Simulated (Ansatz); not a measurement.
Correlation energies of CH₃GeN (`N#[C][GeH3]`) by basis set

```xyz
6

N     1.806   -0.315   -1.646
C     0.962   -0.168   -0.877
Ge   -0.448    0.078    0.408
H    -0.456    1.560    0.781
H    -0.116   -0.810    1.607
H    -1.748   -0.345   -0.274
```

Total charge 0; spin multiplicity 1. Correlated methods include outer-core shells of Ge, which these sets cover unevenly. Scalar relativity is left out up to krypton. Geometry: relaxed with PBE0-D4/def2-TZVP. Frozen core, restricted reference, Ansatz.

```tsv
basis	HF (Eh)	MP2 corr.	CCSD corr.	(T)	CCSD(T) total
def2-SVP	?	-0.51197	-0.52650	-0.01908	?
def2-TZVPP	-2169.45566	-0.59739	-0.61053	?	?
def2-QZVPP	?	?	–	–	–
```

**Question.** Fill in the withheld values. (Best estimate.)

**Answer.** The calculation gave: def2-SVP HF (Eh): -2169.07984; def2-SVP CCSD(T) total: -2169.62542; def2-TZVPP (T): -0.02740; def2-TZVPP CCSD(T) total: -2170.09359; def2-QZVPP HF (Eh): -2169.50158; def2-QZVPP MP2 corr.: -0.88263.
